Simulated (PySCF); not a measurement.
Ligands exchanged one at a time, Sn F-H. All species are isolated molecules in the gas phase. Strings in code marks are SMILES.

The vertical ionisation energy (Delta-SCF) from two functionals at the same geometries (PBE0-D3(BJ)/def2-TZVP), both in PySCF: PBE-D3(BJ)/def2-TZVP and B3LYP-D3(BJ)/def2-TZVP. B3LYP has the VWN-RPA correlation part, as in Gaussian. Delta-SCF ions had no search for a lower state. 

```tsv
species	B3LYP-D3(BJ)/def2-TZVP (eV)
1 of 4 F replaced by H (`[F][SnH]([F])[F]`)	13.37
2 of 4 F replaced by H (`[F][SnH2][F]`)	12.23
4 of 4 F replaced by H	11.52
```

Question: What does PBE-D3(BJ)/def2-TZVP give for each?

Answer: 
- 1 of 4 F replaced by H (`[F][SnH]([F])[F]`): 12.66
- 2 of 4 F replaced by H (`[F][SnH2][F]`): 11.64
- 4 of 4 F replaced by H: 11.20
Over these rows, drawn at random from the members with no instability flagged (it was tested for open shells, ions and some series alone), PBE minus B3LYP-D3(BJ): mean -0.54 eV, from -0.71 eV to -0.31 eV.
